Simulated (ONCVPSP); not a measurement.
Tb, ONCV: configuration errors across variants

ONCVPSP 4.0.1 input, shortened (lines: element, Z, core and valence counts, functional; n l f; lmax; l rc ep ncon nbas qcut; lloc lpopt rc5 dvloc0; l nproj debl; icmod fcfact rcfact), LDA (Perdew-Wang 92), scalar-relativistic:

```
  Tb 65.00   10    5  -001012      upf
    1    0    2.00
    2    0    2.00
    2    1    6.00
    3    0    2.00
    3    1    6.00
    3    2   10.00
    4    0    2.00
    4    1    6.00
    4    2   10.00
    4    3    8.00
    5    0    2.00
    5    1    6.00
    5    2    1.00
    6    0    1.50
    6    1    0.50
    2
    0    2.45    0.00    3    6    4.40
    1    2.75    0.00    3    7    5.40
    2    2.85    0.00    5   10    4.90
    4    5    2.00    6.00
    0    2    1.30
    1    2    1.40
    2    1    0.30
    1    0.25    0.00
```

All-electron excitation energies from the reference (eV): (1) 5s2 5p6 5d1 6s2 6p0 -1.493; (2) 5s2 5p6 5d1 6s1 6p0 5.455; (3) 5s2 5p6 5d1 6s0 6p0 17.993; (4) 5s1 5p6 5d1 6s2 6p0 55.623.

Errors AE − PS in meV (a dash: test not solved or not reliable):

| change | (1) | (2) | (3) | (4) | bound ghosts | GHOST(+) flags above zero |
| --- | --- | --- | --- | --- | --- | --- |
| base | -0.2 | -3.0 | -25 | -746 | none | s |
| core correction polynomial model core, fcfact 0.16 | -0.1 | -3.0 | -24 | -716 | none | s |
| core correction polynomial model core, fcfact 0.28 | -0.2 | -3.0 | -25 | -751 | none | s |
| core correction polynomial model core, fcfact 0.48 | -0.2 | -3.0 | -26 | -765 | none | s |
| core correction polynomial model core, fcfact 0.62 | -0.2 | -3.0 | -26 | -770 | none | s |
| core correction polynomial model core, fcfact 0.72 | -0.2 | -3.0 | -26 | -773 | none | s |
| core correction polynomial model core, fcfact 0.84 | -0.2 | -3.0 | -26 | -773 | none | s |
| core correction polynomial model core, fcfact 0.98 | -0.2 | -3.0 | -26 | -776 | none | s |
| core correction polynomial model core, fcfact 1.1 | -0.2 | -3.0 | -26 | -776 | none | s |
| core correction polynomial model core, fcfact 1.24 | -0.2 | -3.0 | -26 | -776 | none | s |

Problem. Give the same row for: core correction polynomial model core, fcfact 0.38.

Solution. -0.2, -3.0, -25, -759; bound ghosts: none; GHOST(+) flags above zero: s.
